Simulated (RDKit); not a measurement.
A run for RDKit: UFF on C3H6S (a complex), monomers drawn apart or pushed together.

```python
from rdkit import Chem
from rdkit.Chem import AllChem, rdDetermineBonds

blocks = [
'''3

S     0.17902421    0.15321057   -0.49990647
H     0.31789063   -1.17979088   -0.42046149
H     0.66804189    0.33445388    0.73996336
''',
'''7

C    -1.22466335   -0.29423074    2.82328559
C     0.03218848   -0.02962041    3.02008803
C     1.29333423    0.23848142    3.19883491
H    -1.88090724   -0.55304280    3.64611073
H    -1.64973207   -0.25912711    1.82633446
H     1.63134374    1.24893970    3.39895220
H     2.04569496   -0.54133838    3.16488188
''',
]
mol = None
for b in blocks:
    f = Chem.MolFromXYZBlock(b)
    rdDetermineBonds.DetermineBonds(f, charge=0)
    mol = f if mol is None else Chem.CombineMols(mol, f)
Chem.SanitizeMol(mol)
print(Chem.MolToSmiles(Chem.RemoveHs(mol)))
ff = AllChem.UFFGetMoleculeForceField(mol, vdwThresh=100.0, ignoreInterfragInteractions=False)
e = ff.CalcEnergy()
print(f'UFF energy {e:.6f} kcal/mol')
```

It printed:

```
C=C=C.S
UFF energy 4.848333 kcal/mol
```

The run finished.

Cost: about 0.020 core-seconds (a rough figure).
